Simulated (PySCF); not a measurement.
A structure optimised at PBE-D3(BJ)/def2-SVP, used in a PySCF frequency run:

```xyz
13

C      2.3047    -1.3980    -1.0787
C      1.5301    -0.6325    -0.5226
C      0.6030     0.2747     0.1509
C     -0.3818     1.0112    -0.7536
C     -1.5994     0.9366    -0.1824
O     -1.6652     0.2082     0.9695
C     -0.3922    -0.4610     1.1030
H      2.9880    -2.0715    -1.5761
H      1.2113     1.0190     0.7211
H     -0.1074     1.5628    -1.6588
H     -2.5505     1.3917    -0.4924
H     -0.5153    -1.5186     0.7826
H     -0.0911    -0.4354     2.1672
```

Task: Write its SMILES and formula.

Result: C#C[C@H]1C=COC1, C6H6O

Task: What are its rotational constants (standard atomic weights)?

Result: 7.0255, 1.8996, 1.6131 GHz
